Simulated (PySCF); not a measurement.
## Correlation energy of N³⁺ (nitrogen, charge +3)

[He] 2s2, closed-shell 1S. All numbers are calculated (PySCF 2.14, the spin-free X2C one-electron Hamiltonian (Gaussian nucleus), in x2c-TZVPPall with one added diffuse shell each of s, p, d type (6s4p3d1f, 40 functions)). Frozen: 1s2; 2 electrons correlated.

With two correlated electrons CCSD is exact within the correlated space (frozen core and kept virtual orbitals).

```
level  correlation energy (mhartree)
 CCSD                         -85.45
```

Diagnostics: T1 = 0.0067, D1 = 0.0095, largest double amplitude 0.154.

A double-excitation amplitude exceeds 0.15, a sign of near-degeneracy.

Cost of the coupled-cluster step: of the order of 0.19 core-seconds, for 2 correlated electrons.

Iterations:

```
CC2 = 0
CCSD nocc = 1, nmo = 39
frozen orbitals [0]
max_cycle = 100
direct = 0
conv_tol = 1e-08
conv_tol_normt = 1e-06
diis_space = 8
diis_start_cycle = 0
Init t2, MP2 energy = -51.1597546312096  E_corr(MP2) -0.0493783731436529
Init E_corr(CCSD) = -0.0493783731436664
cycle = 1  E_corr(CCSD) = -0.0673662997046631  dE = -0.0179879266  norm(t1,t2) = 0.0645533
cycle = 2  E_corr(CCSD) = -0.0762169698780978  dE = -0.00885067017  norm(t1,t2) = 0.0334973
cycle = 3  E_corr(CCSD) = -0.085579865018978  dE = -0.00936289514  norm(t1,t2) = 0.0173376
cycle = 4  E_corr(CCSD) = -0.0854061925737966  dE = 0.000173672445  norm(t1,t2) = 0.000243759
cycle = 5  E_corr(CCSD) = -0.0854587159144629  dE = -5.25233407e-05  norm(t1,t2) = 7.693e-05
cycle = 6  E_corr(CCSD) = -0.0854479364046773  dE = 1.07795098e-05  norm(t1,t2) = 2.23416e-05
cycle = 7  E_corr(CCSD) = -0.0854463910433202  dE = 1.54536136e-06  norm(t1,t2) = 2.67152e-06
cycle = 8  E_corr(CCSD) = -0.0854464359162193  dE = -4.48728991e-08  norm(t1,t2) = 1.6612e-07
cycle = 9  E_corr(CCSD) = -0.0854464498098971  dE = -1.38936778e-08  norm(t1,t2) = 8.1236e-08
cycle = 10  E_corr(CCSD) = -0.0854464812134813  dE = -3.14035842e-08  norm(t1,t2) = 5.49898e-08
cycle = 11  E_corr(CCSD) = -0.0854464794139185  dE = 1.79956273e-09  norm(t1,t2) = 6.87345e-09
CCSD converged
E(CCSD) = -51.19582273747991  E_corr = -0.08544647941391854
```
